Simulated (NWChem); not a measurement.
A series in which one site is exchanged, each optimised at PBE0/def2-SVP with NWChem, gas phase unless a solvent is named. All stand in one matching conformer (torsions within 35°), which need not be the lowest. For some, no frequency run checked for a minimum. def2 effective core potentials on Sr; no spin-orbit coupling.

A: [OH][Zn][Cl] (ZnHOCl; site = Zn)
B: [OH][Sr][Cl] (SrHOCl; site = Sr)
C: [OH][Mg][Cl] (MgHOCl; site = Mg)

Rank them by orbital gap (eV), PBE0/def2-SVP, lowest first.

B (5.48), C (6.83), A (6.99)
